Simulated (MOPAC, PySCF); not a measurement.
H9BSi3, SMILES `B([SiH3])([SiH3])[SiH3]`, neutral singlet in the gas phase. 

Z-matrix (Å, degrees):
```
B
Si 1 2.0009
H 2 1.4840 1 114.11
H 2 1.4843 3 108.58 1 -128.27
H 2 1.4913 3 108.02 4 -116.61
Si 1 2.0010 2 119.51 3 -148.67
H 6 1.4842 1 114.44 2 -153.52
H 6 1.4843 7 108.68 1 -128.66
H 6 1.4916 7 107.98 8 -116.82
Si 1 2.0018 2 121.67 3 34.61
H 10 1.4836 1 115.08 2 -25.17
H 10 1.4851 11 108.56 1 127.23
H 10 1.4907 11 108.15 12 116.59
```
Charge 0, multiplicity 1.

All levels are single points at this geometry (B3LYP-D3(BJ)/def2-TZVP); Pople sets use spherical d functions. Orbital energies aren't observables, and empty levels follow the basis.

| level | HOMO (eV) | LUMO (eV) | gap (eV) | dipole (D) | vertical IE, Delta-SCF (eV) |
|---|---|---|---|---|---|
| TPSSh-D3(BJ)/def2-TZVP in PySCF | -7.42 | -3.55 | 3.87 | 0.09 | 9.58 |
| B3LYP/3-21G in PySCF | -7.83 | -2.98 | 4.85 | 0.04 | – |
| B3LYP/6-31G* in PySCF | -7.70 | -3.05 | 4.65 | 0.08 | 9.67 |
| B3LYP/LANL2DZ in PySCF | -7.85 | -2.89 | 4.96 | 0.02 | – |
| PBE/6-31G* in PySCF | -6.74 | -3.84 | 2.89 | 0.03 | – |
| SVWN5/6-31G* in PySCF | -6.77 | -3.99 | 2.78 | 0.01 | – |
| HF/3-21G in PySCF | -10.76 | 0.57 | 11.33 | 0.12 | – |
| PM3 in MOPAC | -9.53 | 0.43 | 9.96 | 0.13 | – |
| PM6 in MOPAC | -9.12 | -2.10 | 7.02 | 0.08 | – |
